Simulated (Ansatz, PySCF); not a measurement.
Process, species as SMILES: CC(F)(F)CO [2,2-difluoropropan-1-ol] + 5 [H][H] (H2) → 3 C (CH4) + 2 F (HF) + O (H2O)
Each molecule is optimised on its own at B3LYP-D3(BJ)/def2-TZVP (Ansatz, an electronic-structure program), one conformer each, not searched for the lowest.

Quantity: energy of full hydrogenation (electronic energy difference), in kJ/mol. Valence correlation only, unless marked. No spin-orbit coupling. No relativistic terms. CBS(X,Y): correlation extrapolated as X^-3; Hartree-Fock from the larger set. [CCSD(T)-MP2]/basis is that difference in the basis named.

```tsv
level	program	energy of full hydrogenation (kJ/mol)
B3LYP-D4/def2-TZVPD	Ansatz + dftd4	(withheld)
PBE0/def2-SVP	Ansatz	-329.9
PBE0/def2-QZVPP	Ansatz	-404.8
BHLYP-D3(BJ)/def2-TZVPD	Ansatz + dftd3	-390.9
TPSSh-D3(BJ)/def2-TZVPD	PySCF + dftd3	-340.5
TPSSh-D4/def2-TZVPD	PySCF + dftd4	-337.1
RI-MP2/CBS(cc-pVTZ,cc-pVQZ)+[CCSD(T)-MP2]/cc-pVTZ	Ansatz	-393.1
```

**Question.** Complete the blanks.

**Answer.** 
- B3LYP-D4/def2-TZVPD, energy of full hydrogenation (kJ/mol): -376.8
